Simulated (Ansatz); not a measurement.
`[F][Ge][O][SiH3]` + H₂O → `[OH][Ge][O][SiH3]` + H–F at 600 K and 1 bar (formal hydrolysis of a Ge–F bond).

Isolated molecules relaxed with PBE0-D4/def2-TZVP in Ansatz; ΔE leaves out vibrations. CCSD(T)/CBS adds triple-zeta CCSD(T) − MP2 to the extrapolated MP2 energy (def2 sets, frozen cores). This one scheme is used for every species. For Ge outer-core shells are correlated without core-valence functions, which leaves a few kJ/mol of doubt a bond. Scalar relativity is left out up to krypton. Each species was taken in one conformer, which may not be the lowest.

```tsv
species	CCSD(T)/CBS energy (Eh)	H − E (kJ/mol)	S (J/(mol·K))
`[F][Ge][O][SiH3]`	-2542.06230	132.8	416.9
H₂O	-76.37941	76.8	212.8
`[OH][Ge][O][SiH3]`	-2518.03462	167.7	430.6
H–F	-100.39570	42.3	194.0
```

H − E and S are ideal-gas, rigid-rotor, harmonic terms from PBE0-D4/def2-TZVP, for one conformer and one mirror image of each species. 1 Eh = 2625.50 kJ/mol, R = 8.31446 J/(mol·K).

By hand: ΔE, ΔH, ΔS and ΔG.

ΔE = (-2518.03462) + (-100.39570) − (-2542.06230) − (-76.37941) = 0.01139 Eh = 29.9 kJ/mol. Δ(H − E) = 167.7 + 42.3 − 132.8 − 76.8 = 0.4, so ΔH = 30.3 kJ/mol. ΔS = 430.6 + 194.0 − 416.9 − 212.8 = -5.1 J/(mol·K). ΔG = 30.3 − 600 × (-5.1)/1000 = 33.4 kJ/mol.

By hand: the equilibrium constant, and the temperature at which ΔG would vanish if ΔH and ΔS stayed fixed.

log₁₀ K = −ΔG/(RT ln 10) = -2.9. ΔH and −TΔS have one sign here, so there is no such temperature.

The number of gas molecules stays the same, so ΔS is small and ΔH decides. A doubt of 5 kJ/mol in ΔE shifts log₁₀ K by 0.4 here. Other conformers and mirror images would add mixing entropy, several J/(mol·K) or more a flexible species. Modes under 60 cm⁻¹, often nearly free rotors, make the harmonic entropy too high. These are equilibria of isolated gas molecules and say nothing of rates. Largest T1 diagnostic: 0.015 (customary marks: 0.02 for closed shells, 0.045 for open ones).

ΔS is within the doubt of such terms, so its sign, and with it that verdict, could turn.
